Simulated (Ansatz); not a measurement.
Geometry optimisation, RKS LDA/def2-SVP in Ansatz.

input.yaml

```yaml
crystal:
  periodic: [false, false, false]
  atoms:
    - { symbol: Si, position_ang: [-1.4638, -0.5553, 0.2381] }
    - { symbol: C, position_ang: [0.061, 0.0246, -0.1228] }
    - { symbol: C, position_ang: [0.9724, 0.4019, -0.9337] }
    - { symbol: Br, position_ang: [1.7668, 0.7704, -2.4894] }
    - { symbol: C, position_ang: [1.349, 0.3814, 0.4419] }
    - { symbol: H, position_ang: [-2.238, 0.4708, 1.0885] }
    - { symbol: H, position_ang: [-2.2973, -0.6981, -0.9976] }
    - { symbol: H, position_ang: [-1.4584, -1.7897, 0.9427] }
    - { symbol: H, position_ang: [1.9794, -0.4001, 0.8493] }
    - { symbol: H, position_ang: [1.14826, 0.98648, -1.83672] }
basis:
  gaussian: { orbitals: def2-SVP }
hamiltonian:
  xc: lda
relax:
  f_tol: 0.02
  max_steps: 50
```

Launched with:

```bash
$ ansatz run input.yaml --threads 2 --pin off --max-ram 3072MiB --backend cpu --events-out ev --progress --plain --runs-dir out
```

**Question.** Where does it end, and by what steps?

**Answer.** The run converged. After 30 steps the energy has fallen by 19.627 eV; H10 moved furthest, 1.36 Å. The start is strongly strained (largest force component 45 eV/Å), so its close contacts needn't be bonds. Parted: Br4–H10 (0.92 → 2.52 Å).

```
step  energy less start (eV)  largest force component (eV/Å)  accepted
   0                  0.0000                          44.680       yes
   2                -13.4627                           6.777       yes
   4                -16.5131                           2.783       yes
   6                -17.7390                           1.524       yes
   8                -17.9242                           0.822       yes
  10                -18.0483                           0.564       yes
  12                -18.3446                           1.389       yes
  14                -18.9818                           2.394       yes
  16                -19.1273                           7.064        no
  18                -19.6030                           0.172       yes
  20                -19.6112                           0.156       yes
  22                -19.6061                           0.360        no
  24                -19.6214                           0.064       yes
  26                -19.6246                           0.082       yes
  28                -19.6267                           0.024       yes
  30                -19.6270                           0.009       yes
```

```xyz
10
Properties=species:S:1:pos:R:3
Si -1.567 -0.589 0.179
C 0.177 -0.039 -0.054
C 1.063 0.806 -0.901
Br 1.366 0.289 -2.760
C 1.476 -0.085 0.170
H -2.405 0.608 0.539
H -2.051 -1.160 -1.126
H -1.651 -1.621 1.268
H 2.321 -0.528 0.715
H 1.091 1.912 -0.849
```

Run time: 33 s on 2 threads of Intel(R) Xeon(R) 6975P-C (Granite Rapids), with other jobs on the host, peak memory 0.26 GiB.
